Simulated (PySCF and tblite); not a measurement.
Results of a calculation; reference values are marked as such.
Conformer ensemble of C₃H₇Br, numbered as in [CH3:1][CH2:2][CH2:3][Br:4]

Search: ETKDG and KDG, MMFF94s, GFN2-xTB, 90 starts; geometries at PBE0-D3(BJ)/def2-SVP. Weights use B3LYP-D3(BJ)/def2-TZVP (IEF-PCM, chloroform) energies plus GFN2-xTB zero-point and thermal terms (modes under about 100 cm⁻¹ blended into free rotors). Symmetry numbers and mirror images are counted. Conformers within 3 kcal/mol (GFN2-xTB free energy) were kept, 8 at most. GIAO shieldings: PBE0/pcSseg-1 (IEF-PCM, chloroform). Shifts are against TMS (¹H), TMS (¹³C) at the same level. Programs: PySCF with density fitting and tblite.

Torsions listed: C1–C2–C3–Br4. Of a mirror pair one member is shown.

```tsv
conformer	shape	symmetry	E(GFN2) kcal/mol	E(DFT) kcal/mol	G(298.15 K) kcal/mol	weight %	dipole D
1	65°	C1 (pair)	0.06	0.00	0.00	68.6	2.70
2	180°	Cs	0.00	0.15	0.46	31.4	2.72
```

Weights (%) against temperature:

```csv
T (K),1,2,S(mix) cal/mol/K
200,71.2,28.8,2.17
250,69.7,30.3,2.18
298.15,68.6,31.4,2.18
350,67.8,32.2,2.18
400,67.3,32.7,2.18
```

Averaged shifts at 298.15 K. ¹H: 3.48 (H3, 2H), 1.67 (H2, 2H), 1.07 (H1, 3H) ppm. ¹³C: 47.8 (C3), 30.3 (C2), 14.1 (C1) ppm.

Coordinates of conformer 1 (Å):

```xyz
11

C    -1.307    0.040   -0.055
C     0.044   -0.606    0.200
C     1.233    0.234   -0.212
Br    1.402    1.874    0.835
H    -2.128   -0.626    0.247
H    -1.406    0.979    0.509
H    -1.441    0.276   -1.123
H     0.120   -1.554   -0.365
H     0.145   -0.876    1.265
H     1.163    0.560   -1.258
H     2.181   -0.299   -0.068
```

Spin–orbit effects of the heavy atoms on shieldings are missing. At a carbon that bears Br the missing effect is some 10 ppm, beside I tens of ppm. Shifts are unscaled: against experiment ¹³C can be off by 15 ppm or more and ¹H by 0.8 ppm.

Search and properties took 45 s on 1 thread of Arm Neoverse V1 (shared host) (rough), launched as `OMP_NUM_THREADS=1 python ens_run.py task.json out`.
